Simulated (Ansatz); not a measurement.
System: Si₂F₆ (charge 0, singlet). 
Structure (B3LYP-D3(BJ)/def2-TZVP (Ansatz, a program for electronic structure) minimum search):
```xyz
8

F      1.6046    -1.5923    -0.2008
Si     1.1619    -0.0853    -0.0296
F      1.7497     0.7453    -1.2384
F      1.7944     0.4691     1.3079
Si    -1.1619     0.0853     0.0296
F     -1.6044     1.5910     0.2126
F     -1.7937    -0.4583    -1.3127
F     -1.7506    -0.7548     1.2313
```
Charge 0, spin multiplicity 1.

Basis-set convergence of Hartree-Fock and MP2 correlation energies (hartree) with Ansatz. Valence correlation only, unless marked. Spin-orbit coupling is left out. Non-relativistic.

```tsv
basis	functions	E(HF)	E(corr, MP2)
aug-cc-pV(D+d)Z	202	-1174.99942	-1.40178
aug-cc-pV(T+d)Z	386	?	?
```

Fill in the missing entries.


- aug-cc-pV(T+d)Z, E(HF): -1175.21742
- aug-cc-pV(T+d)Z, E(corr, MP2): -1.76205
